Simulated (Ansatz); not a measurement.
`C[Se][InH2]` + `[SiH3][SiH2]I` → `[SeH][InH2]` + `C[SiH]([SiH3])I`  (redistribution)

Computed with Ansatz on PBE0-D4/def2-TZVP structures; ΔE is electronic, products minus reactants. CCSD(T)/CBS is the MP2 limit (def2-TZVPP, def2-QZVPP) plus CCSD(T) − MP2 in def2-TZVPP, frozen cores. DFT in def2-TZVPP. B3LYP here is the variant with VWN-RPA as its local correlation; programs differ in this. def2 core potentials past Kr. For I, In, Se outer-core shells are correlated without core-valence functions, which leaves a few kJ/mol of doubt a bond. Scalar relativity is left out up to krypton.

| level | ΔE (eV) |
| --- | --- |
| r2SCAN | -0.65 |
| B3LYP | -0.59 |
| SCS-MP2/def2-TZVPP | -0.60 |
| HF/CBS(def2) | -0.62 |

Question: What does CCSD(T)/CBS give? (Best estimate.)

Answer: The calculation gave: -0.62 eV. The listed levels differ from it by -0.03, 0.03, 0.02, 0.00 eV.

Largest T1 diagnostic among the species: 0.013.

From PBE to PBE0 (25 % exact exchange), in def2-TZVPP and without D4, ΔE moves by −0.03 eV.
